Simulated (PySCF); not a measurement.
## How methods differ on the ionisation energy of Sn⁴⁷⁺

Sn⁴⁷⁺ [He] 2s1 (2S) → Sn⁴⁸⁺ 1s2 (1S), as a difference of total energies. Calculation: PySCF 2.14, in an uncontracted even-tempered set (17 s from 23 bohr⁻², ratio 2.2; 8 p from 34 bohr⁻², ratio 2.4; 5 d from 100 bohr⁻², ratio 2.4; 5 f from 160 bohr⁻², ratio 2.4; 4 g from 230 bohr⁻², ratio 2.4); no relativity, point nucleus. Correlated levels: nothing frozen; virtual orbitals above 40 to 60 times the deepest correlated orbital energy dropped. The calculations carry no spin-orbit coupling.

```
                 method  ionisation energy (eV)  difference from reference (eV)
                    UHF                  7968.9                          -338.1
                    LDA                  7962.8                          -344.2
                    PBE                  7973.1                          -333.9
                   PBE0                  7972.1                          -334.9
                 r2SCAN                  7966.2                          -340.8
                  B97-3                  7969.4                          -337.6
                 PBEsol                  7968.1                          -338.9
    MP2 (all electrons)                  7969.1                          -337.9
SCS-MP2 (all electrons)                  7969.1                          -337.9
```

Reference: 8307.0 eV (theoretical estimate listed by NIST; NIST Atomic Spectra Database, ionization energies).

The gap to the reference is mostly relativistic.
